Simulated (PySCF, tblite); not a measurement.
Isomers of CH7NO2Si2, one GFN2-xTB conformer each. Single-point energies are computed at PBE0/pcSseg-1 (PySCF, gas phase, no added dispersion term), electronic only.

Task: Rank them by PBE0/pcSseg-1 energy, lowest first (kcal/mol).
A. `[NH2:1][Si@@H:2]1[O:3][CH2:4][SiH2:5][O:6]1` with H–N1–Si2–O3 -54° and 172°
B. `[O:1]=[CH:2][NH:3][SiH2:4][O:5][SiH3:6]` with O1–C2–N3–Si4 0°, C2–N3–Si4–O5 180°, N3–Si4–O5–Si6 -177°

Result: A (0.0), B (19.4).

As drawn, the lower has an Si–C bond, which the higher lacks; the higher has a C=O bond and a C(=O)–N unit, which the lower lacks. GFN2-xTB itself gives, in the same order: 0.0, 8.5. Both levels put the same isomer lowest.

Task: Which frontier levels, dipoles and rotational constants go with these structures?

Result: 
```json
{"SMILES": "N[Si@@H]1OC[SiH2]O1", "HOMO (eV, PBE0/pcSseg-1)": "-7.69", "LUMO (eV)": "0.30", "dipole (D)": "0.44", "A, B, C (MHz)": "4352, 2035, 1602"}
{"SMILES": "O=CN[SiH2]O[SiH3]", "HOMO (eV, PBE0/pcSseg-1)": "-7.73", "LUMO (eV)": "0.09", "dipole (D)": "3.55", "A, B, C (MHz)": "10899, 906.6, 854.2"}
```

Task: What happens when harmonic zero-point energies from GFN2-xTB frequencies are added?

Result: 
```tsv
SMILES	ZPE (kcal/mol)	electronic (kcal/mol)	with ZPE (kcal/mol)
N[Si@@H]1OC[SiH2]O1	54.4	0.0	0.0
O=CN[SiH2]O[SiH3]	50.0	19.4	15.0
```

The zero-point energies span 4.4 kcal/mol. The order is unchanged.
